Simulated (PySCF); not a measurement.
A structure optimised at PBE-D3(BJ)/def2-SVP, used in a PySCF frequency run:

```xyz
7

Hf     0.0303     0.0157     0.0000
F      0.4597     0.9451     1.6294
F      0.4597     0.9451    -1.6294
F      0.9418    -1.6832     0.0000
N     -1.9726    -0.3048     0.0000
H     -2.5618    -0.4300     0.8314
H     -2.5618    -0.4300    -0.8314
```

### Question
Write its SMILES, formula and point group.

### Answer
[NH2][Hf]([F])([F])[F], F3H2HfN, Cs

### Question
What are its rotational constants (standard atomic weights)?

### Answer
2.7769, 2.6604, 2.5709 GHz
